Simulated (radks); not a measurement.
The numbers below are computed, except where a source is named.
Spherical quantum dot in the effective-mass picture: electrons in a hard-walled sphere of radius 1.84, with a point charge +2 (a donor) at the centre, all in effective atomic units (hartree* = m*/eps^2 hartree, bohr* = eps/m* bohr), one dielectric constant everywhere. Level of theory: non-relativistic Kohn-Sham, LDA (Slater exchange, Perdew-Wang correlation), spin-polarised, spherical densities (a radial shooting solver with Libxc functionals). Levels are named by radial order and angular momentum (1s, 1p, 1d, 2s, ...), and open shells are averaged over m. Results are scaled to m* = 0.059 and eps = 14.4, for which hartree* = 7.742 meV and bohr* = 12.92 nm.

N = 25, configuration 1s2 1p6 1d10 2s2 1f(up 5, down 0). This is the lowest configuration that the search found. Occupied and some empty levels:

level    occupation  eigenvalue (meV)  <r> (nm)
1s up             1            137.50     13.28
1s down           1            138.24     13.13
1p up             3            146.74     15.55
1p down           3            147.71     15.50
1d up             5            158.78     16.46
1d down           5            159.82     16.44
2s up             1            163.80     10.32
2s down           1            164.24     10.42
1f up             5            174.27     17.10
1f down           0            175.34     17.09
1g up             0            193.02     17.60
2p up             0            193.08     12.20
2p down           0            193.60     12.20
1g down           0            194.12     17.59
2d up             0            219.58     13.43
2d down           0            220.20     13.42

Energy (meV): total 2205.28, kinetic 952.71, external -375.78, Hartree 1800.5, exchange-correlation -172.18.

Electron density:

r (nm)  n(r) (e/nm^3)
1.24         0.002639
2.42         0.001829
3.61         0.001274
4.79        0.0009005
5.98        0.0006591
7.16        0.0005183
8.34        0.0004567
9.53        0.0004580
10.7        0.0005076
11.9        0.0005896
13.1        0.0006840
14.3        0.0007671
15.4        0.0008123
16.6        0.0007972
17.8        0.0007087
19.0        0.0005545
20.2        0.0003604
21.4        0.0001744
22.6       0.00004571
23.7        1.080e-07
